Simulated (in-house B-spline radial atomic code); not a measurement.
Values are calculated unless marked as measured or tabulated.
# Ghost states of the separable form: N

N, [He] 2s2 2p3, non-relativistic PBE, spherical and spin-unpolarised, from a B-spline radial code for spherical atoms (atomic units; all potentials screened as in the neutral atom).

Troullier-Martins channels: 2s (ε = -0.6820, r_c = 1.049 bohr), 2p (ε = -0.2607, r_c = 1.416 bohr). In the Kleinman-Bylander form one channel serves as the local potential, and each other channel l becomes |δV u><u δV|/<u|δV|u>, with δV = V_l − V_local and u the pseudo-orbital. Its strength is E_KB = <u|δV²|u>/<u|δV|u>. By the analysis of Gonze, Stumpf and Scheffler a spurious state lies below the reference level ε if E_KB > 0 and ε is above the second level of the local potential alone, or if E_KB < 0 and ε is above its first. The table's levels are those of angular momentum l in a sphere of 9 bohr, whose wall can lift a shallow ε a little above its free-atom value.

```
local  channel  <u δV u>  <u δV² u>        ε  first local level  second local level
    p        s    0.6689     4.5063  -0.6820            -3.1460             -0.0802
    s        p  -0.78916     5.1666  -0.2607            -0.0357              0.1477
```

(1) Apply the rule to each row.

Diagonalising the separable Hamiltonian gives:

```
local  channel      three lowest levels  all-electron, two lowest valence levels
    p        s  -0.6820, 0.0225, 0.2761                          -0.6820, 0.0224
    s        p  -0.2607, 0.0840, 0.3500                          -0.2607, 0.0840
```

(2) Which choices of local channel are safe?

Results:

(1) Local p, channel s: E_KB = +6.74, so ε = -0.6820 is set against -0.0802: no ghost. Local s, channel p: E_KB = -6.55, so ε = -0.2607 is set against -0.0357: no ghost.

(2) All are free of ghosts. Among the safe choices the second level, which tests transfer, is off by at most 0.1 millihartree (s local), 0.1 millihartree (p local).
